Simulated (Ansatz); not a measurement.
`[OH][AlH][Cl]` and `[Cl][AlH][O]P[SeH]` differ in one atom or group.

Ansatz, PBE0-D4/def2-TZVP geometries, multiplicity 1. Each molecule was computed in one conformer, which needn't be the lowest.

Scalar relativity is left out up to krypton.

```
                                                                                  property  `[OH][AlH][Cl]`
                                                       LUMO energy (B3LYP/def2-TZVPP) / eV            -0.98
                                                        LUMO energy (PBE0/def2-TZVPP) / eV            -0.76
                                                        HOMO energy (PBE0/def2-TZVPP) / eV            -9.11
                                            zero-point energy (PBE0-D4/def2-TZVP) / kJ/mol             58.1
                                                         LUMO energy (PBE/def2-TZVPP) / eV            -1.53
ideal-gas entropy at 298 K and 1 bar (rigid rotor, harmonic PBE0-D4/def2-TZVP) / J/(mol·K)              289
```

What does the change do to each property? (Best estimate.)

Computed: 
```
                                                                                  property  `[Cl][AlH][O]P[SeH]`  shift
                                                       LUMO energy (B3LYP/def2-TZVPP) / eV                 -1.98  -1.00
                                                        LUMO energy (PBE0/def2-TZVPP) / eV                 -1.77  -1.01
                                                        HOMO energy (PBE0/def2-TZVPP) / eV                 -7.67   1.44
                                            zero-point energy (PBE0-D4/def2-TZVP) / kJ/mol                  83.3   25.2
                                                         LUMO energy (PBE/def2-TZVPP) / eV                 -2.61  -1.08
ideal-gas entropy at 298 K and 1 bar (rigid rotor, harmonic PBE0-D4/def2-TZVP) / J/(mol·K)                   379     90
```

With PBE0 the HOMO rises by 1.44 eV and the LUMO falls by 1.01 eV, so the gap narrows by about 2.45 eV. PBE moves the HOMO by 1.25 eV and ωB97M-V by 1.55 eV. The zero-point energy changes by 25.2 kJ/mol with +9 modes. Modes under 60 cm⁻¹, often nearly free rotors, make the harmonic entropy too high.

B3LYP here is the variant with VWN-RPA as its local correlation; programs differ in this.

Spin–orbit coupling is left out; it splits and shifts lone-pair levels of the heavy atoms by tenths of an eV.
